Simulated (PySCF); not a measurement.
Isomers of C5H9NO2, from PBE0-D3(BJ)/def2-SVP geometry optimisation, gas phase (PySCF). One conformer each, no zero-point energy, no frequencies.

**Question.** Which is lowest in electronic energy at this level?
A. `[CH3:1][C:2](=[O:3])[N:4]([CH3:5])[C:6]([CH3:7])=[O:8]` with C1–C2–N4–C5 1°, C2–N4–C6–C7 1°: A = 3185, B = 1807, C = 1179 MHz, dipole 2.89 D
B. `[O:1]=[CH:2][N:3]1[CH2:4][CH2:5][O:6][CH2:7][CH2:8]1` with O1–C2–N3–C4 2°, C2–N3–C4–C5 124°, N3–C4–C5–O6 53°, C4–C5–O6–C7 -60°, C5–O6–C7–C8 60° (N-formylmorpholine): A = 4211, B = 1577, C = 1267 MHz, dipole 2.81 D
C. `[CH2:1]=[CH:2][NH:3][C:4](=[O:5])[CH2:6][O:7][CH3:8]` with C1–C2–N3–C4 -179°, C2–N3–C4–O5 0°, N3–C4–C6–O7 20°, C4–C6–O7–C8 82°: A = 3091, B = 1324, C = 1012 MHz, dipole 2.86 D

**Answer.** A. That is N-methyldiacetamide (`CC(=O)N(C)C(C)=O`), 17.1 kcal/mol below the next.

| SMILES | mapped SMILES | E (Eh) | relative (kcal/mol) | relative (kJ/mol) | dipole (D) |
| --- | --- | --- | --- | --- | --- |
| CC(=O)N(C)C(C)=O | [CH3:1][C:2](=[O:3])[N:4]([CH3:5])[C:6]([CH3:7])=[O:8] | -400.44150 | 0.0 | 0.0 | 2.89 |
| O=CN1CCOCC1 | [O:1]=[CH:2][N:3]1[CH2:4][CH2:5][O:6][CH2:7][CH2:8]1 | -400.41417 | 17.1 | 71.7 | 2.81 |
| C=CNC(=O)COC | [CH2:1]=[CH:2][NH:3][C:4](=[O:5])[CH2:6][O:7][CH3:8] | -400.39154 | 31.3 | 131.2 | 2.86 |

As drawn, the highest has an N–H bond and a C=C bond outside aromatic rings, which the lowest lacks.
